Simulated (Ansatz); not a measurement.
Job for Ansatz (a program for electronic structure): R-SVWN5/def2-TZVPP on C4H12Si (SMILES CC[SiH2]CC).

Ansatz 0.2 input:
```yaml
crystal:
  periodic: [false, false, false]
  atoms:
    - {symbol: C, position_ang: [-2.34549920, 0.68481012, 0.08681671]}
    - {symbol: C, position_ang: [-1.72151557, -0.71170664, -0.03149034]}
    - {symbol: Si, position_ang: [0.05996774, -0.80955258, 0.57054812]}
    - {symbol: C, position_ang: [1.19664410, 0.33526554, -0.39982132]}
    - {symbol: C, position_ang: [2.66318597, 0.27516808, 0.04532631]}
    - {symbol: H, position_ang: [-2.32998263, 1.04010707, 1.11965557]}
    - {symbol: H, position_ang: [-1.80534168, 1.41642071, -0.51751857]}
    - {symbol: H, position_ang: [-3.38533821, 0.69019485, -0.24685866]}
    - {symbol: H, position_ang: [-2.31278653, -1.43607529, 0.53712142]}
    - {symbol: H, position_ang: [-1.75318943, -1.05103073, -1.07193030]}
    - {symbol: H, position_ang: [0.11412945, -0.43854864, 2.01111669]}
    - {symbol: H, position_ang: [0.55407363, -2.20744478, 0.44838579]}
    - {symbol: H, position_ang: [0.81977668, 1.35847233, -0.30670876]}
    - {symbol: H, position_ang: [1.11490567, 0.07986544, -1.46151473]}
    - {symbol: H, position_ang: [3.28990060, 0.95184163, -0.53960015]}
    - {symbol: H, position_ang: [3.07118648, -0.73153683, -0.06736447]}
    - {symbol: H, position_ang: [2.76988289, 0.55374971, 1.09593279]}
basis:
  gaussian:
    orbitals: def2-TZVPP
hamiltonian:
  xc: {name: SVWN5}
scf: {lower_state_search: off}
```

The head of its log:

```
WARN ansatz: RAYON_NUM_THREADS=6 ignored (pool sized by the plan → 6); use --threads N
Functional definition: SVWN5
these checks for a lower state are left out or cut short: stability, starts, cluster_reference, orbital_swaps, neighbouring_geometries, increment
integrals: 0.33 GiB planned
1716 factors; their error is unknown
mean field: 2.29 GiB planned
mean field evaluation 1: about -12126.0044 eV, gradient 1.0e2 eV
mean field evaluation 2: about -12076.3309 eV, gradient 1.6e2 eV
```

Problem. Give the final energy of this run.

Solution. -446.5211 hartree.
